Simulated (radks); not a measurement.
Values are calculated unless marked as measured or tabulated.
Species: Se. Configuration: [Ar] 3d8 4s2 4p4 4d2 (not the ground configuration). Level of theory: scalar-relativistic Kohn-Sham, SOGGA, spin-unpolarised, spherical densities, point nucleus (a radial shooting solver on a logarithmic mesh with Libxc functionals). Some entries of the table are withheld. Estimate them.

orbital,occ.,eigenvalue (eV),<r> (bohr),<r^2> (bohr^2)
1s,2,-12534.94,0.04411,0.002619
2s,2,-1648.434,(1),0.04531
2p,6,-1455.228,0.1712,0.03588
3s,2,-247.8177,0.5648,0.3664
3p,6,(2),0.5755,0.3870
3d,8,-86.8285,0.5885,0.4245
4s,2,-29.8063,(3),2.865
4p,4,-16.3230,1.854,3.967
5s,0,-2.6788,5.118,29.97
5p,0,-1.0623,7.160,59.08
4d,2,-0.8772,4.613,27.98

Answer. 
(1) 2s <r> (bohr): 0.1960
(2) 3p eigenvalue (eV): -187.0021
(3) 4s <r> (bohr): 1.587
